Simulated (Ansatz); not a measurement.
Program: Ansatz. Geometries: PBE0-D4/def2-TZVP. ΔE: electronic, gas phase. CCSD(T)/CBS adds triple-zeta CCSD(T) − MP2 to the extrapolated MP2 energy (def2 sets, frozen cores). This one scheme is used for every species. DFT in def2-TZVPP. Each species was taken in one conformer, which may not be the lowest.

`O=C=NB(F)F` + HCl → `O=C=NB(F)Cl` + H–F  (ligand exchange at a B–F bond)

| level | ΔE (kcal/mol) | difference from CCSD(T)/CBS |
| --- | --- | --- |
| BLYP-D4 | 14.3 | 0.6 |
| BHLYP-D4 | 16.2 | 2.5 |
| CAM-B3LYP-D4 | 16.3 | 2.6 |
| B2PLYP | 15.3 | 1.6 |
| r2SCANh | 14.9 | 1.2 |
| RPA@PBE/def2-TZVPP | 15.0 | 1.3 |
| CCSD(T)/def2-SVP | 17.3 | 3.6 |
| CCSD(T)/def2-TZVPP | 14.8 | 1.1 |
| MP2/def2-QZVPP | 12.5 | -1.2 |
| SCS-MP2/def2-QZVPP | 13.9 | 0.2 |
| CCSD(T)/CBS | 13.7 | 0 |

Task: What do rigid-rotor, harmonic-oscillator terms from PBE0-D4/def2-TZVP frequencies (298.15 K, 1 bar) make of the CCSD(T)/CBS value? (An estimate is asked.)

Result: The calculation gave: ΔZPE = +0.6 kcal/mol, ΔH = +14.5 kcal/mol, ΔS = -2 J/(mol·K), ΔG = +14.7 kcal/mol.

Largest T1 diagnostic among the species: 0.016.

Leaving LDA and LC-ωPBE aside and taking each functional with its dispersion term where it has one, the values, not all of them listed here, spread over 4.5 kcal/mol, from revPBE-D4 to CAM-B3LYP-D4. The D4 term adds −1.2 kcal/mol with B3LYP and −0.6 kcal/mol with PBE0; it sums over pairs of atoms, weighted by their polarisabilities, and B3LYP, whose exchange is more repulsive, gets the larger term. At CCSD(T), def2-SVP lies +3.6 kcal/mol from the extrapolated value and def2-TZVPP +1.1 kcal/mol.

B3LYP here is the variant with VWN-RPA as its local correlation; programs differ in this.
